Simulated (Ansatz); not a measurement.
C₃H₁₁BN₂O (SMILES CNB(NC)OC), singlet, geometry from GFN2-xTB, atoms displaced at random by about 0.03 Å a coordinate; PBE0/STO-3G, gradient (Ansatz, a quantum-chemistry and plane-wave program).

Input for Ansatz:
Ansatz 0.2 input:
```yaml
crystal:
  periodic: [false, false, false]
  atoms:
    - {symbol: B, position_ang: [-0.18384726, -0.17890778, 0.02298742]}
    - {symbol: N, position_ang: [0.96970979, 0.63251083, 0.17082175]}
    - {symbol: C, position_ang: [1.12085938, 2.03918507, -0.17708101]}
    - {symbol: H, position_ang: [1.79828643, 0.25697753, 0.56850707]}
    - {symbol: H, position_ang: [1.72147924, 2.14042102, -1.08146316]}
    - {symbol: H, position_ang: [1.58617708, 2.60394776, 0.64812732]}
    - {symbol: H, position_ang: [0.15358098, 2.48063654, -0.34991002]}
    - {symbol: N, position_ang: [-0.05654632, -1.51173335, 0.69139919]}
    - {symbol: C, position_ang: [0.89202620, -2.02861788, 1.62490855]}
    - {symbol: H, position_ang: [-0.83561619, -2.15907967, 0.48108515]}
    - {symbol: H, position_ang: [1.61675872, -2.69676220, 1.09339597]}
    - {symbol: H, position_ang: [0.40571000, -2.61467564, 2.41104201]}
    - {symbol: H, position_ang: [1.41332718, -1.24380874, 2.02618369]}
    - {symbol: O, position_ang: [-1.26678171, -0.04179135, -0.65591374]}
    - {symbol: C, position_ang: [-1.62477564, 0.94065637, -1.57237190]}
    - {symbol: H, position_ang: [-2.34025298, 0.64168205, -2.25409512]}
    - {symbol: H, position_ang: [-1.92133169, 1.82454891, -1.06991667]}
    - {symbol: H, position_ang: [-0.69774210, 1.22269897, -2.21476077]}
basis:
  gaussian:
    orbitals: STO-3G
hamiltonian:
  xc: pbe0
output: {forces: true}
```

Output, abridged:

```
Functional definition: PBE0
659 factors; integrals over basis functions are off by at most 6.7e-5 eV
mean field evaluation 1: about -8870.3183 eV, gradient 2.2e1 eV
mean field evaluation 2: about -8870.6658 eV, gradient 2.0e1 eV
mean field evaluation 4: about -8871.6859 eV, gradient 8.9e-1 eV
mean field evaluation 8: about -8871.6494 eV, gradient 1.3e-2 eV
mean field -8871.64939693 eV, -326.0271019174 hartree, gradient 3.4e-5 eV, S^2 0.000000; 0 other end points of the search recorded, 0 dependent functions left out
the calculation of the forces begins
reference -8871.64942028 eV, -326.0271027755 hartree; 28, 28 occupied and 18, 18 virtual orbitals, 659 factors
Total energy: -8871.64942028 eV, -326.0271027755 hartree
Atom 0 at    -0.183847    -0.178908     0.022987 Å, force     4.778677    -3.205638     3.570150 eV/Å
Atom 1 at     0.969710     0.632511     0.170822 Å, force    -1.970098     1.284449    -0.853364 eV/Å
Atom 2 at     1.120859     2.039185    -0.177081 Å, force     0.405554    -0.140210     0.463427 eV/Å
Atom 3 at     1.798286     0.256978     0.568507 Å, force     1.775219    -1.036224     0.949428 eV/Å
Atom 4 at     1.721479     2.140421    -1.081463 Å, force     0.448431     0.481231    -0.467358 eV/Å
Atom 5 at     1.586177     2.603948     0.648127 Å, force     0.195969     0.061358    -0.092361 eV/Å
Atom 6 at     0.153581     2.480637    -0.349910 Å, force    -0.776650     0.405757    -0.243712 eV/Å
Atom 7 at    -0.056546    -1.511733     0.691399 Å, force    -2.454108     2.157527    -2.073175 eV/Å
Atom 8 at     0.892026    -2.028618     1.624909 Å, force    -0.475281    -3.164617    -1.827050 eV/Å
Atom 9 at    -0.835616    -2.159080     0.481085 Å, force     0.072895    -0.155539     0.060374 eV/Å
Atom 10 at     1.616759    -2.696762     1.093396 Å, force    -0.016223     0.068239     0.603380 eV/Å
Atom 11 at     0.405710    -2.614676     2.411042 Å, force    -0.016648    -0.110000     0.396929 eV/Å
Atom 12 at     1.413327    -1.243809     2.026184 Å, force     2.065855     2.729214     1.829420 eV/Å
Atom 13 at    -1.266782    -0.041791    -0.655914 Å, force    -4.275306    -1.207280    -1.269131 eV/Å
Atom 14 at    -1.624776     0.940656    -1.572372 Å, force     5.530856     1.484792    -0.769215 eV/Å
Atom 15 at    -2.340253     0.641682    -2.254095 Å, force    -2.789058    -1.387712    -1.917429 eV/Å
Atom 16 at    -1.921332     1.824549    -1.069917 Å, force    -0.963929     1.920369     0.790956 eV/Å
Atom 17 at    -0.697742     1.222699    -2.214761 Å, force    -1.536154    -0.185717     0.848731 eV/Å
Dipole moment:     0.058461     0.223640    -0.086400 e Å
```
